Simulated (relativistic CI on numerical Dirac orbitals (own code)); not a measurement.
## Calculated levels, Tl XIV

Method of calculation: Dirac-Coulomb-Breit CI, separate exchange-only KLI orbitals for each configuration, QED by a radiative potential, unscaled Slater integrals (own radial code, finite nucleus).

Configurations in the expansion (outside the closed core [Kr] 4d10): 4f14 5s2 5p6, 4f14 5s2 5p5 5d, 4f14 5s 5p6 5d, 4f14 5s2 5p5 5f, 4f14 5s2 5p5 5g, 4f14 5s2 5p5 6s, 4f14 5s 5p6 5f, 4f13 5s2 5p6 5d, 4f14 5s2 5p5 6p, 4f14 5s 5p6 5g, 4f14 5s2 5p5 6d, 4f13 5s2 5p6 6s, 4f14 5s 5p6 6s, 4f14 5s2 5p5 7s, 4f13 5s2 5p6 6p, 4f13 5s2 5p6 5f, 4f14 5s 5p6 6p, 4f14 5p6 5d2, 4f14 5p5 5d3, 4f14 5p5 5d2 5f, 4f14 5p5 5d2 5g, 4f14 5p5 5d2 6s, 4f14 5p6 5f2, 4f14 5p5 5d 5f2, 4f14 5p5 5f3, 4f14 5p5 5f2 5g, 4f14 5p5 5f2 6s. Double excitations out of closed p, d and f shells are left out; levels of such configurations are missing from the list, as are those of other unlisted configurations, and high levels can miss mixing partners. These lack a partner that the ground configuration has and come out too high: 4f13 5s2 5p6 5d, 4f14 5s2 5p5 6p, 4f14 5s2 5p5 6d, 4f13 5s2 5p6 6s, 4f14 5s2 5p5 7s.

```
No.    Configuration  Term  J  E (cm⁻¹)    %     Next component (%)  Lifetime (s)
  1     4f14 5s2 5p6    1S  0         0  100                                     
  2  4f14 5s2 5p5 5d   3P°  0    495105  100                                     
  3  4f14 5s2 5p5 5d   3P°  1    507690   81                 18 3D°      9.51e-07
  4  4f14 5s2 5p5 5d   3F°  3    521856   61                 29 1F°      1.57e-01
  5  4f14 5s2 5p5 5d   3D°  2    526003   53                 23 3P°      9.18e-03
  6  4f14 5s2 5p5 5d   3F°  4    538873  100                             1.64e-02
  7  4f14 5s2 5p5 5d   1D°  2    548452   52                 37 3P°      9.49e-04
  8  4f14 5s2 5p5 5d   3D°  3    567952   66                 33 1F°      1.25e-03
  9  4f14 5s2 5p5 5d   3D°  1    618264   58                 28 1P°      5.83e-12
 10  4f14 5s2 5p5 5d   3F°  2    710945   69                 25 1D°      7.76e-06
 11  4f14 5s2 5p5 5d   3D°  2    744305   42                 39 3P°      7.90e-06
 12  4f14 5s2 5p5 5d   3F°  3    751733   38                 37 1F°      6.77e-06
 13  4f14 5s2 5p5 5d   1P°  1    792545   71                 23 3D°      1.28e-12
 14  4f14 5s2 5p5 6s   3P°  2    948158  100                             4.75e-07
 15  4f14 5s2 5p5 6s   1P°  1    955235   64                 36 3P°      6.22e-12
 16  4f13 5s2 5p6 5d   3P°  2   1040856   77                 20 3D°      8.91e-06
 17  4f13 5s2 5p6 5d   3H°  5   1049415   53                 41 1H°      1.34e-05
 18  4f13 5s2 5p6 5d   3D°  3   1056742   45                 41 3F°      9.82e-06
 19  4f13 5s2 5p6 5d   3G°  4   1060489   42                 29 3F°      1.11e-05
 20   4f14 5s 5p6 5d    3D  1   1073836   63  33 4f14 5s2 5p5 5f 3D      2.41e-11
 21  4f13 5s2 5p6 5d   3P°  1   1075587   74                 24 3D°      2.79e-10
 22  4f13 5s2 5p6 5d   3H°  6   1077448  100                             1.28e-05
 23  4f13 5s2 5p6 5d   1D°  2   1080897   44                 24 3D°      1.28e-05
 24   4f14 5s 5p6 5d    3D  2   1083372   44  20 4f14 5s2 5p5 5f 3D      2.80e-11
 25  4f13 5s2 5p6 5d   3H°  4   1083605   80                 18 3F°      2.18e-05
 26  4f14 5s2 5p5 6p    3P  1   1086223   43                  42 3S      9.59e-12
 27  4f13 5s2 5p6 5d   3D°  3   1089842   47                 29 1F°      1.10e-05
 28  4f13 5s2 5p6 5d   3F°  2   1090760   45                 45 1D°      2.49e-05
 29  4f13 5s2 5p6 5d   1G°  4   1091067   46                 45 3F°      1.15e-05
 30  4f13 5s2 5p6 5d   3G°  5   1092362   82                 18 1H°      1.18e-05
 31  4f14 5s2 5p5 6p    3D  2   1094925   35                  24 1D      7.22e-12
 32  4f13 5s2 5p6 5d   3G°  3   1099697   58                 40 1F°      2.80e-05
 33  4f13 5s2 5p6 5d   3P°  0   1102434  100                             2.23e-05
 34  4f13 5s2 5p6 5d   1P°  1   1108735   46                 45 3D°      4.41e-12
 35   4f14 5s 5p6 5d    3D  3   1111105   66  24 4f14 5s2 5p5 5f 3D      1.20e-11
 36  4f13 5s2 5p6 5d   3H°  5   1117101   46                 41 1H°      2.81e-05
 37  4f13 5s2 5p6 5d   1P°  1   1118107   52                 31 3D°      3.82e-12
 38  4f13 5s2 5p6 5d   3D°  2   1121005   48                 38 3F°      1.91e-05
 39  4f13 5s2 5p6 5d   3F°  3   1126754   46                 25 3G°      2.17e-05
 40  4f13 5s2 5p6 5d   3G°  4   1128726   54                 33 1G°      2.50e-05
 41  4f14 5s2 5p5 6s   3P°  0   1145586   99                             1.59e-07
 42  4f14 5s2 5p5 6s   3P°  1   1149552   64                 36 1P°      1.35e-11
 43  4f14 5s2 5p5 6p    1P  1   1151850   56                  29 3S      9.86e-12
 44  4f14 5s2 5p5 6p    3D  3   1152229   99    1 4f14 5s 5p6 5d 3D      8.30e-12
 45  4f14 5s2 5p5 5f    3G  5   1153776  100                             4.29e-12
```

Energies count from the lowest computed level; ° marks odd parity; lifetimes are radiative, by E1, M1, E2, M2, E3 decay to levels of this space only; some are left blank where a channel outside the calculation adds to the decay or the decay crosses a small, uncertain gap.

The mean weight of the leading LS term, summed over parents, in these 45 levels is 65 %, and that of the leading jj configuration (from the same eigenvectors) 90 %, so jj coupling describes them better and the LS labels are nominal.

At this charge energies of transitions that change n are usually good to better than 1 %, and those within a shell (Δn = 0) to a few per cent. Levels and lines within the n = 5 or 6 shells can be off by up to 10 % or somewhat more, and those that change n by about 2 %, since core polarisation is missing.

LS names give the leading component of a level, which can be under half, so a name can repeat, a term be missing and a line seem to break the LS rules.
